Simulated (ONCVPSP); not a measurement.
## Cu (Z = 29), ONCV: configuration errors across variants

* Element: Cu (Z = 29)
* Generator: ONCVPSP 4.0.1
* Type: optimised norm-conserving Vanderbilt (ONCV)
* Functional: PW91
* Relativity: non-relativistic
* Frozen core: [Ne]
* Valence charge: 19
* Reference configuration: 3s2 3p6 3d10 (charge +1)
* Partial waves: 3s: rc 1.20 bohr, ncon 4, nbas 9, qcut 12.8 1/bohr, 2 projectors, debl 3 Ha; 3p: rc 1.00 bohr, ncon 4, nbas 8, qcut 12.4 1/bohr, 2 projectors, debl 1.3 Ha; 3d: rc 0.80 bohr, ncon 4, nbas 8, qcut 12 1/bohr, 2 projectors, debl 1.8 Ha
* Local potential: polynomial inside 0.60 bohr (lpopt 5, dvloc0 0 Ha)
* Core correction: Teter function fitted to the true core (icmod 2), fcfact 0.3

In the s channel the program set the typed energies aside and used -4.392, 0.250 Ha. In the p channel the program set the typed energies aside and used -2.930, 0.250 Ha.

All-electron excitation energies from the reference (eV): (1) 3s2 3p6 3d10 4s1 -7.965; (2) 3s2 3p6 3d9 21.585; (3) 3s2 3p6 3d8 60.989; (4) 3s2 3p6 3d10 4s0.5 -4.878.

Errors AE − PS in meV (a dash: test not solved or not reliable):

```tsv
change	(1)	(2)	(3)	(4)	bound ghosts	GHOST(+) flags above zero
base	-0.5	+1.0	+12	0.0	none	s
d: rc 0.54; local potential polynomial inside 0.54 bohr (lpopt 5, dvloc0 0 Ha)	-0.7	+0.8	+6.7	0.0	none	s, d
d: rc 0.62	-0.7	+0.8	+7.6	0.0	none	s, d
d: rc 0.72	-0.6	+0.8	+9.7	0.0	none	s, d
d: rc 0.86	-0.4	+1.2	+16	+0.1	none	s
d: rc 0.94	-0.3	+1.7	+22	+0.1	none	s
d: rc 1	+0.6	+3.0	+28	+1.0	none	s
d: rc 1.16	+0.3	+4.7	+53	+0.3	none	s
```

Give the same row for: d: rc 1.1.

0.0, +3.5, +41, +0.3; bound ghosts: none; GHOST(+) flags above zero: s.
